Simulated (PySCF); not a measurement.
**Electric field gradients and quadrupole coupling constants**

AlCl2(NMe2), C2H6AlCl2N.
Structure used (PBE0-D3(BJ)/def2-SVP), in Å, numbered top down from 1:
```xyz
12
C2H6AlCl2N angstrom
Al     0.8327    1.5764    0.0423
Cl     2.5852    1.8789   -1.0601
Cl     0.0361    3.1455    1.1756
N      0.0243    0.0096    0.0074
C     -1.1794   -0.2698    0.7541
C      0.4936   -1.1095   -0.7753
H     -2.0179   -0.5520    0.0888
H     -1.4956    0.6116    1.3319
H     -1.0333   -1.1052    1.4662
H      1.4100   -0.8484   -1.3249
H      0.7211   -1.9861   -0.1381
H     -0.2616   -1.4338   -1.5167
```

Field gradients from the PBE0/pcSseg-1 (pcSseg-2 on Al) density (PySCF, non-relativistic), principal values in atomic units, ordered |Vxx| ≤ |Vyy| ≤ |Vzz|:

```json
{"atom": "Al1", "Vxx": "-0.1029", "Vyy": "-0.6577", "Vzz": "0.7605"}
{"atom": "Cl2", "Vxx": "-0.5962", "Vyy": "-0.8923", "Vzz": "1.4885"}
{"atom": "Cl3", "Vxx": "-0.5975", "Vyy": "-0.8942", "Vzz": "1.4917"}
{"atom": "N4", "Vxx": "0.1837", "Vyy": "0.7234", "Vzz": "-0.9070"}
```

Q: Find the asymmetry η = (Vxx − Vyy)/Vzz and the couplings χ = eQV/h (234.96 MHz × Q in barn × V in au), with Q(27Al) = 0.1466 b, Q(35Cl) = −0.0817 b, Q(14N) = 0.02044 b.

A: 
```json
{"atom": "Al1", "environment": "aluminium bonded to 2 Cl and N", "nucleus": "27Al", "η": "0.73", "χzz (MHz)": "26.20", "χxx (MHz)": "-3.54", "χyy (MHz)": "-22.65"}
{"atom": "Cl2", "environment": "chlorine bonded to Al", "nucleus": "35Cl", "η": "0.20", "χzz (MHz)": "-28.57", "χxx (MHz)": "11.44", "χyy (MHz)": "17.13"}
{"atom": "Cl3", "environment": "chlorine bonded to Al", "nucleus": "35Cl", "η": "0.20", "χzz (MHz)": "-28.64", "χxx (MHz)": "11.47", "χyy (MHz)": "17.17"}
{"atom": "N4", "environment": "nitrogen bonded to Al and 2 C", "nucleus": "14N", "η": "0.59", "χzz (MHz)": "-4.356", "χxx (MHz)": "0.882", "χyy (MHz)": "3.474"}
```

Q: What is Vzz at N4 in SI units (1 au = 9.71736 × 10²¹ V/m²)?

A: -0.9070 au = -8.814 × 10²¹ V/m².

Q: And the gradient at the other heavy atoms, for which no coupling is worked out here?

A: 
```json
{"atom": "C5", "environment": "carbon bonded to N and 3 H", "Vzz (au)": "0.231", "η": "0.08"}
{"atom": "C6", "environment": "carbon bonded to N and 3 H", "Vzz (au)": "0.232", "η": "0.08"}
```

Were the hydrogens deuterons (Q(2H) = 0.00286 b), χzz would run from 185 kHz (H11, H9, H7 and H12) to 191 kHz (H10 and H8).

Geometry: PBE0-D3(BJ)/def2-SVP; no solvent, vibrations or thermal averaging. These gradients aren't converged with respect to the basis.

These values come from a run that also computed NMR shieldings. The run took 36 s wall (grids of density and orbitals included) on Arm Neoverse N1, one thread, shared host with 64 logical CPUs at a one-minute load of 28, and the process peaked at 0.98 GiB of memory.
